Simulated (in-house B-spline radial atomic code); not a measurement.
## Ionising the molybdenum ion Mo⁶⁺ with different functionals

Computed with a B-spline radial code for spherical atoms: four-component Dirac-Coulomb Hamiltonian, Fermi nucleus of rms radius 4.4091 fm, spin-restricted, spherical fractional occupations for the functionals, and exact exchange of hybrids averaged over the configuration. The ionisation energy is the difference of two self-consistent energies, [Ar] 3d10 4s2 4p6 → [Ar] 3d10 4s2 4p5, without Breit or QED terms; ε is the level of the shell that loses the electron (mean over j). The electron is taken from both j subshells in proportion to 2j + 1, so the result is a j average, not the step between ground levels.

```json
{"method": "B3LYP", "rung": "global hybrid", "ΔSCF (eV)": "?", "-ε(4p) (eV)": "?"}
{"method": "B97-1", "rung": "global hybrid", "ΔSCF (eV)": "?", "-ε(4p) (eV)": "?"}
{"method": "BHandHLYP", "rung": "global hybrid", "ΔSCF (eV)": "126.54", "-ε(4p) (eV)": "122.17"}
{"method": "HSE06", "rung": "range-separated hybrid", "ΔSCF (eV)": "126.65", "-ε(4p) (eV)": "119.33"}
```

Task: What does B3LYP give?

Result: ΔSCF 126.68 eV, and -ε(4p) = 119.25 eV.

Task: What does B97-1 give?

Result: ΔSCF 126.68 eV, and -ε(4p) = 119.36 eV.

Task: Among the functionals, which spreads more, the ΔSCF values or the orbital energies?

Result: The orbital energies: ΔSCF values span about 0.14 eV and the orbital energies 2.92 eV; here energy differences depend much less on the functional than eigenvalues do.

Task: How do they compare with the NIST value?

Result: NIST lists 125.64 eV ± 0.025 (semi-empirical, ground level to ground level). Errors run from +0.90 to +1.04 eV. The correlated functionals all miss on the same side by more than they spread, so the cause is common to them (Breit-QED terms, spin polarisation, the choice among j levels, multiplet and fine-structure energies, or a listed next ion that isn't the cheapest removal here) and closeness doesn't rank the functionals.
